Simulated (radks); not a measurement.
Task: Neutral rubidium, [Kr] 5s1. All-electron calculation, non-relativistic Kohn-Sham, exchange-only PBE, spin-polarised, spherical densities, point nucleus. Program: a radial shooting solver on a logarithmic mesh with Libxc functionals. Every spin shell is full or empty, so the densities are truly spherical. Functionals are evaluated on that one density, not self-consistently. Rank these exchange functionals by their error against the exact value of the orbitals, and give that value: LDA, B88, revPBE, OPTX, WC, G96, SCAN, TASK.

Result: Exact: -97.7680 hartree. From best to worst, with 100 (|E| - |E exact|)/|E exact| (equal figures are ties): B88 +0.06, revPBE -0.23, SCAN +0.25, G96 +0.33, OPTX +0.90, WC -0.95, TASK -2.42, LDA -5.47.
